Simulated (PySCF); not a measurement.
3-bromo-1-chloro-1-fluoropropa-1,2-diene (C3HBrClF), SMILES FC(Cl)=C=CBr.

Geometry: r2SCAN-D4/def2-SVP.

The numbers are results of PBE/def2-TZVP (PySCF), not measurements.

The molecule is in vacuum.

```json
{
  "total_energy": "-3248.33706 hartree",
  "highest_occupied_level": "-6.58 eV",
  "lowest_empty_level": "-2.41 eV",
  "orbital_gap": "4.17 eV",
  "dipole_moment": "1.01 D",
  "quadrupole, principal values (traceless, Buckingham form, about the centre of nuclear charge)": "-3.74, -0.04, 3.78 D·Å",
  "mean_static_polarisability": "77.2 bohr³ (11.44 Å³)",
  "polarisability_principal_values": "50.8, 54.4, 126.4 bohr³"
}
```
